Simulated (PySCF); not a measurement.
Calculation: PySCF with PBE-D3(BJ)/def2-TZVP // r2SCAN-D4/def2-TZVP. Isolated molecules, 0 K electronic values unless said otherwise. 

Reference species (SMILES): `[Br][AlH2]` (neutral, multiplicity 1).

```
Quantity     Value
--------  --------
LUMO      -2.50 eV
HOMO      -7.03 eV
```

Changed species: `[Al]([Br])([Br])[Br]` (whole molecule; the reference has whole molecule).

Task: Give the shifts of the LUMO and HOMO.

Result: the LUMO increases by 0.11 eV, to -2.39 eV; the HOMO falls by 0.33 eV, to -7.36 eV.
